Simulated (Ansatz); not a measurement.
Molecule: ZrO (charge 0, singlet). 
Structure (B3LYP-D3(BJ)/def2-TZVP (Ansatz, an electronic-structure program) minimum search):
SMILES: [O]=[Zr]
```xyz
2

Zr     0.0000     0.0000    -0.2863
O      0.0000     0.0000     1.4315
```

Dipole moments at this geometry, in debye (magnitudes).

```tsv
level	program	dipole (D)
revPBE/def2-TZVPD	Ansatz	2.27
r2SCAN/def2-TZVPD	Ansatz	2.38
B97M-V/def2-TZVPD	Ansatz	2.49
LC-wPBE/def2-TZVPD	Ansatz	2.75
wB97X-V/def2-TZVPD	Ansatz	2.76
CCSD(T)/def2-SVPD	Ansatz	2.33
```
